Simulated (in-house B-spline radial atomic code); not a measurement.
How numerical settings move a run on the niobium ion Nb⁷⁺, [Ar] 3d10 4s2 4p4. Computed with a B-spline radial code for spherical atoms: Dirac-Kohn-Sham PBE, spherical fractional occupations, Fermi nucleus of rms radius 4.324 fm.

Command:
```bash
python run_scf.py task.json out
```
Settings of the sound reference run:
```
Z                41
electrons        34
configuration    [Ar] 3d10 4s2 4p4
hamiltonian      dirac
method           pbe,pbe
spin_polarised   False
nucleus          fermi
rms_radius       4.324
mass_number      93
atomic_mass      92.90637
speed_of_light   137.036
knot_spacing     0.22
spline_order     8
gauss_points     12
box_radius       7.79
max_iterations   70
damping          0.5
damped_steps     3
diis_vectors     10
tolerance        1e-08
start            Thomas-Fermi
```

Time taken, with all properties: 0.85 s on 1 thread of Arm Neoverse V2 (shared host).

It converges in 9 iterations to -3806.967352 hartree, with 4p3/2 at -129.244 eV. The other runs change the listed settings, some to values that make no sense; their results aren't properties of the atom or ion. Radii are in bohr (the nuclear one in fm), a minus after a letter asks for a j subshell, and «unchanged» means within 1e-8 hartree. The run stops when the residual is below 10 × tolerance × max(1, Z/10), or a noise floor if that is larger, and the energy moves by less than 1e-8 × √|E| hartree; so very loose and very tight tolerances often act alike.

| changed settings | outcome |
| --- | --- |
| electrons = 37, configuration = [Ar] 3d10 4s2 4p4 5s3, max_iterations = 50 | stopped with error: shell 5s holds at most 2 electrons |
| knot_spacing = 0.3, max_iterations = 75, start = bare nucleus | converged in 9 iterations, energy +2.82e-05 hartree from the reference, 4p3/2 level -2.1e-04 eV |
| box_radius = 31.16 | converged in 9 iterations, energy +4.53e-08 hartree from the reference, 4p3/2 level -3.5e-06 eV |
| box_radius = 1.17, first_knot = 0.000244, max_iterations = 50, damped_steps = 1 | converged in 6 iterations, energy +3.46e+01 hartree from the reference, 4p3/2 level +2.0e+02 eV (the program warns: 4p3/2 has a positive eigenvalue: unbound, held by the box; 4s1/2 has a positive eigenvalue: unbound, held by the box) |
| diis_vectors = 20 | converged in 9 iterations, energy unchanged |
| diis_vectors = 2 | converged in 11 iterations, energy unchanged, 4p3/2 level -1.3e-06 eV |
| box_radius = 0.78 | converged in 7 iterations, energy +2.05e+02 hartree from the reference, 4p3/2 level +9.0e+02 eV (the program warns: 4p3/2 has a positive eigenvalue: unbound, held by the box; 4s1/2 has a positive eigenvalue: unbound, held by the box) |
| box_radius = 0.47 | converged in 7 iterations, energy +1.25e+03 hartree from the reference, 4p3/2 level +4.1e+03 eV (the program warns: 4p3/2 has a positive eigenvalue: unbound, held by the box; 3s1/2 has a positive eigenvalue: unbound, held by the box) |
| box_radius = 2.34 | converged in 9 iterations, energy +3.63e-01 hartree from the reference, 4p3/2 level +4.0e+00 eV (the program warns: 4p3/2 reaches the box edge; 3p3/2 reaches the box edge) |
| diis_vectors = 0 | converged in 19 iterations, energy unchanged, 4p3/2 level +1.3e-06 eV |
| box_radius = 1.17 | converged in 8 iterations, energy +3.48e+01 hartree from the reference, 4p3/2 level +2.0e+02 eV (the program warns: 4p3/2 has a positive eigenvalue: unbound, held by the box; 4s1/2 has a positive eigenvalue: unbound, held by the box) |
| max_iterations = 12, damping = 0.95 | converged in 10 iterations, energy unchanged, 4p3/2 level -2.9e-07 eV |
| max_iterations = 12, diis_vectors = 1 | not converged after 12 iterations, last residual 6.7e-04, last energy +4.48e-06 hartree from the reference |
| knot_spacing = 0.4, max_iterations = 60, damping = 0, diis_vectors = 1, start = bare nucleus | converged in 43 iterations, energy +5.87e-04 hartree from the reference, 4p3/2 level +3.0e-04 eV |

Q: What happens with method = tpss,tpss?

A: Stopped with error: meta-GGAs are not served with the Dirac Hamiltonian.

Q: What happens with diis_vectors = 1?

A: Converged in 31 iterations, energy unchanged, 4p3/2 level -4.2e-06 eV.

Q: What happens with electrons = 35, configuration = [Ar] 3d10 4s2 4p4 2f1, max_iterations = 75?

A: Stopped with error: there is no 2f shell.

Q: What happens with start = bare nucleus?

A: Converged in 9 iterations, energy unchanged, 4p3/2 level +1.2e-06 eV.
